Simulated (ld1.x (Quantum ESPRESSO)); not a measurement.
**Before and after: PAW potential for phosphorus (P)**

- Element: phosphorus
- Generator: ld1.x (Quantum ESPRESSO) 7.5
- Type: PAW
- Functional: PBE
- Relativity: scalar-relativistic
- Frozen core: [Ne]
- Valence charge: 5
- Reference configuration: 3s2 3p1.5 (charge +1.5)
- Partial waves: 3s (bound): rcut 1.05, rcutus 1.30 bohr; 3s channel at 1.4 Ry: rcut 1.05, rcutus 1.30 bohr; 3p (bound): rcut 1.10, rcutus 1.35 bohr; 3p channel at -0.75 Ry: rcut 1.10, rcutus 1.35 bohr
- Local potential: all-electron potential smoothed inside 1.10 bohr (lloc = -1)
- Core correction: Bessel-smoothed model core inside 0.65 bohr
- Augmentation charge: BESSEL, radius 0.95 bohr

Change: local potential all-electron potential smoothed inside 1.16 bohr (lloc = -1).

Cutoffs: the cutoffs (Ry, on a coarse ladder) from which the occupation-weighted sum of valence levels, in a spherical-Bessel basis at the reference potential, stays within 10 and 1 mRy of its value at 400 Ry; they do not see the model core or the augmentation charge, which bear on the density cutoff. Errors are all-electron minus pseudo energies relative to the spin-unpolarised reference configuration.

What does the change do?

The potential gets harder (12 Ry and 40 Ry → 18 Ry and 40 Ry); both files keep a bound ghost (p, s); the number of tests that count goes from 7 to 6; of the 6 tests that both files solve, the error grows in 2 and shrinks in 0 by more than 15 % and 0.3 meV (median size 2.1 → 4.9 meV).

```csv
quantity,base,changed
"cutoff, loose",12 Ry,18 Ry
"cutoff, tight",40 Ry,40 Ry
loose cutoff by channel (10 mRy a level),"s 10 Ry, p 8 Ry","s 15 Ry, p 8 Ry"
bound ghosts,"s, p","s, p"
"tests counted (converged, no solver errors)",7 of 7,6 of 7
"error for 3s2 3p3, meV [ΔE -18.04 eV]",-2.3,-7.6
"error for 3s2 3p2, meV [ΔE -8.32 eV]",-0.3,-0.7
"error for 3s2 3p1, meV [ΔE 10.83 eV]",-1.9,-2.1
"error for 3s2 3p0, meV [ΔE 40.57 eV]",-21,-23
"error for 3s1 3p0, meV [ΔE 92.58 eV]",-98,-100
"error for 3s1 3p3, meV [ΔE 0.81 eV]",-0.1,-0.2
s: phases at 1.51 bohr within 0.05 rad from the reference energy up to (Ry; the scan ends near 5),to the end of the scan,to the end of the scan
p: phases at 1.51 bohr within 0.05 rad from the reference energy up to (Ry; the scan ends near 5),to the end of the scan,to the end of the scan
lowest overlap eigenvalue by channel,"s 0.57, p 0.78","s 0.57, p 0.78"
```

Changed file: Tests not counted: 3s2 3p3.3 (solver errors, printed error -144 eV). A true bound ghost makes a file unfit for plane-wave use even where its test errors are small: the radial tests pick states by their node count and pass the ghost by. Where a test does run into it, the solver fails or the error is huge.
